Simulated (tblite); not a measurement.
Compound: C₆H₆N₂O.
Atom-mapped SMILES: `[CH3:1][C:2](=[O:3])[c:4]1[cH:5][cH:6][cH:7][n:8][n:9]1` (hydrogens: H10, H11, H12 on C1; H13 on C5; H14 on C6; H15 on C7)

Computed with GFN2-xTB (tblite), gas phase: L-BFGS steps from a force-field or distance-geometry start until the largest atomic force falls under 0.01 eV/Å.

Step 12: E = -700.9554 eV
```
atom  x, y, z in Å  |  force x, y, z in eV/Å
C1     -2.3879    1.0020   -0.2027   -0.009  -0.027  -0.016
C2     -1.5264   -0.1876   -0.4979    0.034   0.069   0.061
O3     -1.9244   -1.1872   -1.0476   -0.069  -0.010  -0.029
C4     -0.0952   -0.0902   -0.0667    0.011  -0.003   0.008
C5      0.7619   -1.1724   -0.3095    0.010  -0.006  -0.024
C6      2.0732   -1.0426    0.0981   -0.017  -0.009  -0.011
C7      2.4156    0.1590    0.7175   -0.039   0.031   0.021
N8      1.5493    1.1375    0.9152   -0.025  -0.006   0.000
N9      0.3178    1.0192    0.5326    0.003  -0.045  -0.034
H10    -2.4001    1.1997    0.8670    0.052  -0.038  -0.017
H11    -1.9828    1.8868   -0.6882    0.053  -0.035   0.003
H12    -3.3950    0.8079   -0.5601   -0.049   0.038   0.009
H13     0.3723   -2.0522   -0.8023    0.050   0.025   0.030
H14     2.8011   -1.8262   -0.0531   -0.014   0.022   0.012
H15     3.4162    0.3541    1.0759    0.010  -0.006  -0.012
```

Step 13: E = -700.9562 eV
```
atom  x, y, z in Å  |  force x, y, z in eV/Å
C1     -2.3840    1.0011   -0.2020   -0.030  -0.009  -0.013
C2     -1.5256   -0.1893   -0.4980    0.001   0.045   0.034
O3     -1.9262   -1.1877   -1.0486   -0.055  -0.008  -0.022
C4     -0.0957   -0.0924   -0.0675   -0.001   0.008   0.009
C5      0.7617   -1.1730   -0.3097    0.013   0.000  -0.018
C6      2.0719   -1.0415    0.0989   -0.016  -0.002  -0.017
C7      2.4134    0.1606    0.7172   -0.031   0.017   0.026
N8      1.5463    1.1378    0.9144   -0.025   0.015   0.004
N9      0.3155    1.0173    0.5310   -0.005  -0.004  -0.014
H10    -2.3953    1.1973    0.8675    0.056  -0.027  -0.007
H11    -1.9773    1.8845   -0.6882    0.057  -0.025   0.007
H12    -3.3920    0.8110   -0.5578   -0.059   0.029   0.000
H13     0.3704   -2.0502   -0.8027    0.050  -0.024   0.010
H14     2.7992   -1.8237   -0.0524    0.022  -0.011   0.009
H15     3.4133    0.3563    1.0760    0.023  -0.003  -0.009
```

Step 14: E = -700.9568 eV
```
atom  x, y, z in Å  |  force x, y, z in eV/Å
C1     -2.3817    1.0002   -0.2018   -0.037   0.012  -0.005
C2     -1.5253   -0.1903   -0.4977   -0.037   0.003  -0.006
O3     -1.9283   -1.1876   -1.0494   -0.032   0.000  -0.009
C4     -0.0961   -0.0940   -0.0680   -0.011   0.011   0.004
C5      0.7619   -1.1733   -0.3103   -0.012   0.002  -0.016
C6      2.0706   -1.0407    0.0993    0.018   0.002  -0.010
C7      2.4113    0.1619    0.7174   -0.012   0.007   0.026
N8      1.5437    1.1382    0.9139   -0.010   0.025   0.008
N9      0.3137    1.0158    0.5296   -0.020   0.029   0.003
H10    -2.3905    1.1951    0.8677    0.050  -0.016   0.005
H11    -1.9721    1.8822   -0.6879    0.051  -0.016   0.008
H12    -3.3911    0.8139   -0.5561   -0.051   0.024  -0.002
H13     0.3699   -2.0492   -0.8028    0.047  -0.058  -0.006
H14     2.7982   -1.8221   -0.0517    0.037  -0.022   0.008
H15     3.4113    0.3579    1.0758    0.021  -0.003  -0.007
```

Step 15: E = -700.9575 eV
```
atom  x, y, z in Å  |  force x, y, z in eV/Å
C1     -2.3798    0.9995   -0.2017   -0.034   0.030   0.005
C2     -1.5257   -0.1914   -0.4975   -0.073  -0.045  -0.050
O3     -1.9314   -1.1875   -1.0504   -0.004   0.011   0.008
C4     -0.0969   -0.0957   -0.0685   -0.027   0.012  -0.006
C5      0.7619   -1.1737   -0.3113   -0.009   0.005  -0.003
C6      2.0697   -1.0397    0.0995    0.028   0.018   0.000
C7      2.4086    0.1635    0.7182    0.012  -0.015   0.013
N8      1.5405    1.1392    0.9134   -0.001   0.027   0.008
N9      0.3112    1.0147    0.5279   -0.024   0.051   0.019
H10    -2.3840    1.1921    0.8680    0.036  -0.001   0.014
H11    -1.9651    1.8793   -0.6874    0.036  -0.005   0.008
H12    -3.3910    0.8177   -0.5541   -0.032   0.022   0.000
H13     0.3705   -2.0492   -0.8029    0.039  -0.082  -0.022
H14     2.7977   -1.8205   -0.0507    0.046  -0.026   0.007
H15     3.4094    0.3596    1.0755    0.009   0.000  -0.003
```

Question: Estimate the geometry and energy of step 16. (The exact step hangs on the optimiser's Hessian estimate; all steps are aligned on step 15, rigid shifts and turns removed.)

Answer: E = -700.9584 eV, largest force 0.142 eV/Å
```
atom  x, y, z in Å  |  force x, y, z in eV/Å
C1     -2.3779    0.9991   -0.2014   -0.023   0.038   0.013
C2     -1.5275   -0.1932   -0.4979   -0.090  -0.076  -0.080
O3     -1.9361   -1.1877   -1.0520    0.021   0.010   0.019
C4     -0.0985   -0.0975   -0.0693   -0.034   0.001  -0.019
C5      0.7619   -1.1742   -0.3125   -0.021   0.007   0.008
C6      2.0687   -1.0382    0.0998    0.044   0.016   0.010
C7      2.4053    0.1657    0.7196    0.030  -0.022  -0.003
N8      1.5361    1.1411    0.9130    0.016   0.009   0.005
N9      0.3076    1.0140    0.5262   -0.025   0.051   0.026
H10    -2.3748    1.1881    0.8688    0.015   0.018   0.018
H11    -1.9551    1.8752   -0.6868    0.011   0.007   0.012
H12    -3.3915    0.8234   -0.5514   -0.006   0.027   0.005
H13     0.3721   -2.0508   -0.8036    0.038  -0.080  -0.025
H14     2.7979   -1.8189   -0.0492    0.037  -0.009   0.009
H15     3.4072    0.3618    1.0750   -0.013   0.004   0.001
```

The energy changes by -0.0009 eV. The first-order estimate −F·Δx gives -0.0012 eV and the mean of the old and new forces, exact on a quadratic surface, -0.0009 eV. The step makes an angle of 70° with the force vector and moves no atom by more than 0.011 Å.

What follows is the cost of the whole relaxation. On an AMD EPYC 9R45 with one thread, shared host with 96 logical CPUs at a one-minute load of 37, this took 0.11 s of wall time.
